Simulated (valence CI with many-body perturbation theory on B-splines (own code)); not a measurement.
## Energy levels of Au47+

Level of theory: valence CI with perturbative core correlation (CI+MBPT): four valence electrons over a frozen Dirac-Fock core [Ar] 3d10, a basis of 11 s, 11 p, 9 d, 7 f, 5 g, 2 h, 1 i functions for each j, with the one-electron correlation potential Σ1 (screened to all orders), the two-electron term Σ2, the three-electron term Σ3, Breit, model QED; selected single and double excitations, second order for the rest (own B-spline code, finite nucleus).

The last digits are not significant, and no measured levels were compared; by estimate large intervals hold to a few tenths of a per cent, small ones and those within an open d or f shell to about a per cent.

Levels 1 to 45 of 67, with energies above the lowest level, (4s^2 4p1/2^2) J=0. "Leading %" is the weight of the configuration and term that name the level; weights of strongly mixed levels are sums over their largest components and can fall short. In the jj column 3d3/2^4 stands for four electrons in 3d with j = 3/2. Lifetimes count E1, E2, E3, M1 and M2 decay at the calculated energies, and are blank where another channel may lead or the interval is too uncertain; long ones can be off by a factor of two.

| No. | Configuration | Term | J | E (eV) | Leading % | Second component | Lifetime | Leading jj |
| --- | --- | --- | --- | --- | --- | --- | --- | --- |
| 1 | 4s²4p² | ³P | 0 | 0.00 | 69 | 30 % 4s²4p² ¹S |  | 4s^2 4p1/2^2 (99 %) |
| 2 | 4s²4p² | ³P | 1 | 131.66 | 99 |  | 68.6 ns | 4s^2 4p1/2 4p3/2 (99 %) |
| 3 | 4s²4p² | ¹D | 2 | 136.37 | 64 | 36 % 4s²4p² ³P | 1.67 μs | 4s^2 4p1/2 4p3/2 (99 %) |
| 4 | 4s4p³ | ³P° | 2 | 240.88 | 46 | 29 % 4s4p³ ⁵S° | 34.3 ps | 4s 4p1/2^2 4p3/2 (97 %) |
| 5 | 4s4p³ | ³D° | 1 | 257.00 | 34 | 26 % 4s4p³ ¹P° | 1.64 ps | 4s 4p1/2^2 4p3/2 (94 %) |
| 6 | 4s²4p² | ³P | 2 | 271.61 | 64 | 35 % 4s²4p² ¹D | 34.7 ns | 4s^2 4p3/2^2 (99 %) |
| 7 | 4s²4p² | ¹S | 0 | 281.77 | 69 | 30 % 4s²4p² ³P | 29.6 ns | 4s^2 4p3/2^2 (99 %) |
| 8 | 4s²4p4d | ³F° | 2 | 302.51 | 74 | 20 % 4s²4p4d ¹D° | 52.5 ps | 4s^2 4p1/2 4d3/2 (99 %) |
| 9 | 4s²4p4d | ³D° | 1 | 322.87 | 50 | 27 % 4s²4p4d ¹P° | 391 fs | 4s^2 4p1/2 4d3/2 (94 %) |
| 10 | 4s²4p4d | ³P° | 2 | 340.12 | 41 | 31 % 4s²4p4d ³D° | 3.08 ps | 4s^2 4p1/2 4d5/2 (89 %) |
| 11 | 4s²4p4d | ³F° | 3 | 341.59 | 51 | 22 % 4s²4p4d ¹F° | 3.91 ps | 4s^2 4p1/2 4d5/2 (94 %) |
| 12 | 4s4p³ | ³D° | 2 | 370.67 | 48 | 40 % 4s4p³ ⁵S° | 2.19 ps | 4s 4p1/2 4p3/2^2 (89 %) |
| 13 | 4s4p³ | ³D° | 3 | 379.36 | 93 | 5 % 4s²4p4d ³F° | 3.40 ps | 4s 4p1/2 4p3/2^2 (93 %) |
| 14 | 4s4p³ | ³P° | 0 | 385.10 | 96 |  | 2.34 ps | 4s 4p1/2 4p3/2^2 (96 %) |
| 15 | 4s4p³ | ³P° | 1 | 392.96 | 46 | 20 % 4s4p³ ³D° | 1.34 ps | 4s 4p1/2 4p3/2^2 (94 %) |
| 16 | 4s4p³ | ¹D° | 2 | 395.26 | 69 | 15 % 4s4p³ ³D° | 908 fs | 4s 4p1/2 4p3/2^2 (91 %) |
| 17 | 4s4p³ | ³S° | 1 | 396.90 | 37 | 23 % 4s4p³ ³D° | 690 fs | 4s 4p1/2 4p3/2^2 (97 %) |
| 18 | 4s4p²4d | ³D | 1 | 413.05 | 42 | 41 % 4s4p²4d ⁵F | 14.4 ps | 4s 4p1/2^2 4d3/2 (98 %) |
| 19 | 4s4p²4d | ³D | 2 | 416.96 | 29 | 21 % 4s4p²4d ⁵F | 14.8 ps | 4s 4p1/2^2 4d3/2 (95 %) |
| 20 | 4s4p²4d | ³D | 3 | 449.11 | 33 | 21 % 4s4p²4d ⁵D | 2.96 ps | 4s 4p1/2^2 4d5/2 (96 %) |
| 21 | 4s²4p4d | ³D° | 2 | 451.71 | 50 | 23 % 4s²4p4d ¹D° | 447 fs | 4s^2 4p3/2 4d3/2 (91 %) |
| 22 | 4s²4p4d | ³P° | 1 | 453.53 | 55 | 35 % 4s²4p4d ³D° | 519 fs | 4s^2 4p3/2 4d3/2 (94 %) |
| 23 | 4s²4p4d | ³P° | 0 | 453.91 | 95 |  | 548 fs | 4s^2 4p3/2 4d3/2 (95 %) |
| 24 | 4s²4p4d | ³F° | 3 | 454.06 | 43 | 34 % 4s²4p4d ¹F° | 588 fs | 4s^2 4p3/2 4d3/2 (93 %) |
| 25 | 4s4p²4d | ³F | 2 | 457.36 | 27 | 21 % 4s4p²4d ¹D | 3.02 ps | 4s 4p1/2^2 4d5/2 (91 %) |
| 26 | 4s²4p4d | ³F° | 4 | 469.57 | 99 |  | 74.9 ns | 4s^2 4p3/2 4d5/2 (99 %) |
| 27 | 4s²4p4d | ³P° | 2 | 473.37 | 42 | 37 % 4s²4p4d ¹D° | 6.22 ps | 4s^2 4p3/2 4d5/2 (91 %) |
| 28 | 4s²4p4d | ³D° | 3 | 489.44 | 57 | 41 % 4s²4p4d ¹F° | 1.03 ps | 4s^2 4p3/2 4d5/2 (94 %) |
| 29 | 4s²4p4d | ¹P° | 1 | 492.25 | 63 | 23 % 4s²4p4d ³P° | 1.73 ps | 4s^2 4p3/2 4d5/2 (95 %) |
| 30 | 4p⁴ | ³P | 2 | 504.76 | 57 | 27 % 4p⁴ ¹D | 1.01 ps | 4p1/2^2 4p3/2^2 (84 %) |
| 31 | 4p⁴ | ¹S | 0 | 512.46 | 55 | 32 % 4p⁴ ³P | 1.14 ps | 4p1/2^2 4p3/2^2 (87 %) |
| 32 | 4s4p³ | ³P° | 2 | 524.54 | 47 | 16 % 4s4p³ ¹D° | 886 fs | 4s 4p3/2^3 (91 %) |
| 33 | 4s²4p4f | ³G | 3 | 525.62 | 63 | 16 % 4s²4p4f ¹F | 7.80 ps | 4s^2 4p1/2 4f5/2 (86 %) |
| 34 | 4s²4p4f | ³F | 2 | 532.08 | 38 | 23 % 4s²4p4f ¹D | 5.18 ps | 4s^2 4p1/2 4f5/2 (78 %) |
| 35 | 4s4p²4d | ⁵D | 0 | 535.26 | 84 | 13 % 4s4p²4d ³P | 14.0 ps | 4s 4p1/2 4p3/2 4d3/2 (96 %) |
| 36 | 4s4p²4d | ⁵D | 1 | 535.56 | 54 | 21 % 4s4p²4d ⁵F | 17.0 ps | 4s 4p1/2 4p3/2 4d3/2 (98 %) |
| 37 | 4s4p²4d | ⁵F | 3 | 536.54 | 28 | 26 % 4s²4p4f ³D | 5.31 ps | 4s^2 4p1/2 4f7/2 (48 %) |
| 38 | 4s4p²4d | ⁵F | 2 | 536.69 | 35 | 16 % 4s4p²4d ⁵D | 3.87 ps | 4s 4p1/2 4p3/2 4d3/2 (83 %) |
| 39 | 4s²4p4f | ³G | 4 | 537.49 | 34 | 21 % 4s²4p4f ¹G | 9.20 ps | 4s^2 4p1/2 4f7/2 (74 %) |
| 40 | 4s4p³ | ¹P° | 1 | 540.25 | 38 | 24 % 4s4p³ ³S° | 469 fs | 4s 4p3/2^3 (95 %) |
| 41 | 4s²4p4f | ³D | 3 | 541.63 | 21 | 18 % 4s4p²4d ⁵F | 6.89 ps | 4s 4p1/2 4p3/2 4d3/2 (50 %) |
| 42 | 4s4p²4d | ⁵F | 4 | 549.99 | 22 | 19 % 4s4p²4d ³G | 10.6 ps | 4s 4p1/2 4p3/2 4d3/2 (69 %) |
| 43 | 4s4p²4d | ³F | 2 | 555.71 | 65 | 7 % 4s4p²4d ³P | 1.12 ps | 4s 4p1/2 4p3/2 4d3/2 (87 %) |
| 44 | 4s4p²4d | ³D | 3 | 559.33 | 29 | 28 % 4s4p²4d ⁵P | 584 fs | 4s 4p1/2 4p3/2 4d3/2 (79 %) |
| 45 | 4s4p²4d | ³P | 1 | 560.19 | 24 | 24 % 4s4p²4d ⁵P | 567 fs | 4s 4p1/2 4p3/2 4d3/2 (96 %) |

The ionisation energy to 4s²4p ²P°1/2 of the next ion comes out as 2642 eV (NIST: 2640 ± 4 eV (theoretical)). All 67 levels together are meant to be complete up to 619.90 eV.
